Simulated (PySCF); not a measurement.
# Gallium: a sound run and one with changed settings

Sound run: Ga [Ar] 3d10 4s2 4p1, Ga⁺ [Ar] 3d10 4s2. Calculation: PySCF 2.14, in pcseg-2 (6s5p3d1f, 43 functions); the non-relativistic Hamiltonian (point nucleus). In the sound run the correlated levels freeze [Ar] 3d10. The sound run starts from symmetry-adapted Hartree-Fock orbitals and uses a fine grid where one is needed.

Changed run: basis STO-3G. This setting is unsound on purpose.

| species | method | sound run (hartree) | changed run (hartree) | converged |
| --- | --- | --- | --- | --- |
| Ga | UHF | -1923.23240 | -1900.72850 | yes |
| Ga | PBE0 | -1924.59032 | -1901.71407 | yes |
| Ga | M06-L | -1924.77027 | -1901.95495 | yes |
| Ga | MP2 | -1923.26608 | -1900.74261 | yes |
| Ga | CCSD(T) | -1923.28001 | -1900.75372 | yes |
| Ga⁺ | UHF | -1923.02726 | -1900.61973 | yes |
| Ga⁺ | PBE0 | -1924.36867 | -1901.57908 | yes |
| Ga⁺ | M06-L | -1924.55649 | -1901.81859 | yes |
| Ga⁺ | MP2 | -1923.05337 | -1900.64155 | yes |
| Ga⁺ | CCSD(T) | -1923.06409 | -1900.65720 | yes |

Ionisation energy of Ga:

```json
{"method": "UHF", "sound run (eV)": "5.582", "changed run (eV)": "2.960"}
{"method": "PBE0", "sound run (eV)": "6.032", "changed run (eV)": "3.673"}
{"method": "M06-L", "sound run (eV)": "5.817", "changed run (eV)": "3.710"}
{"method": "MP2", "sound run (eV)": "5.788", "changed run (eV)": "2.750"}
{"method": "SCS-MP2", "sound run (eV)": "5.771", "changed run (eV)": "2.708"}
{"method": "CCSD", "sound run (eV)": "5.852", "changed run (eV)": "2.626"}
{"method": "CCSD(T)", "sound run (eV)": "5.875", "changed run (eV)": "2.626"}
```

A minimal basis cannot let orbitals breathe on ionisation and holds almost no correlation.

For comparison, NIST gives 5.999 eV between the lowest levels.
